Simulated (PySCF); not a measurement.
H4P2, triplet, geometry from GFN2-xTB (a higher spin typed on purpose: for a closed-shell molecule this is an excited state). Base run: MP2/def2-SVP run with PySCF.

Input for PySCF:
```python
from pyscf import gto, scf, mp

mol = gto.Mole()
mol.atom = '''
    P    -1.22513273   -0.18858373    0.40247436
    P     1.15923065    0.20673919   -0.32030056
    H    -1.60413451    1.03387345   -0.14579888
    H    -1.45834842   -0.84719140   -0.80534801
    H     1.54695439   -0.87997430    0.45161677
    H     2.50405968    0.42096026   -0.73307690
'''
mol.basis = 'def2-svp'
mol.spin = 2
mol.verbose = 4
mol.build()

mf = scf.UHF(mol)
mf.kernel()

pt = mp.MP2(mf)
pt.kernel()
print('E(MP2) = %.10f' % pt.e_tot)
```

Each row names what was changed in the base input (with any setting that the change needs).

```json
[
 {"change": "base", "ΔE vs base (mEh)": "0.000", "MP2 correlation (Eh)": "-0.24287", "basis functions": "56", "core-seconds (rough)": "0.5"},
 {"change": "cart = on", "ΔE vs base (mEh)": "-21.532", "MP2 correlation (Eh)": "-0.25538", "basis functions": "58", "core-seconds (rough)": "0.5"},
 {"change": "method = ccsd(t)", "ΔE vs base (mEh)": "…", "MP2 correlation (Eh)": "-0.24287", "basis functions": "56", "core-seconds (rough)": "20"},
 {"change": "frozen = 9", "ΔE vs base (mEh)": "…", "MP2 correlation (Eh)": "…", "basis functions": "56", "core-seconds (rough)": "0.5"},
 {"change": "density fitting = JK and correlation", "ΔE vs base (mEh)": "0.333", "MP2 correlation (Eh)": "-0.24255", "basis functions": "56", "core-seconds (rough)": "0.3"},
 {"change": "frozen = 10", "ΔE vs base (mEh)": "19.166", "MP2 correlation (Eh)": "-0.22370", "basis functions": "56", "core-seconds (rough)": "0.5"},
 {"change": "frozen = 11", "ΔE vs base (mEh)": "62.388", "MP2 correlation (Eh)": "-0.18048", "basis functions": "56", "core-seconds (rough)": "0.5"},
 {"change": "method = cisd", "ΔE vs base (mEh)": "-19.041", "MP2 correlation (Eh)": "-", "basis functions": "56", "core-seconds (rough)": "4"},
 {"change": "method = ccsd", "ΔE vs base (mEh)": "-46.737", "MP2 correlation (Eh)": "-0.24287", "basis functions": "56", "core-seconds (rough)": "10"}
]
```

Question: Some entries are withheld; supply them.

Answer: 
- method = ccsd(t), ΔE vs base (mEh): -54.489
- frozen = 9, ΔE vs base (mEh): 17.644
- frozen = 9, MP2 correlation (Eh): -0.22522

Open shells are given as the SCF converged; they aren't shown to be the lowest states, and a large step between rows can be another state.
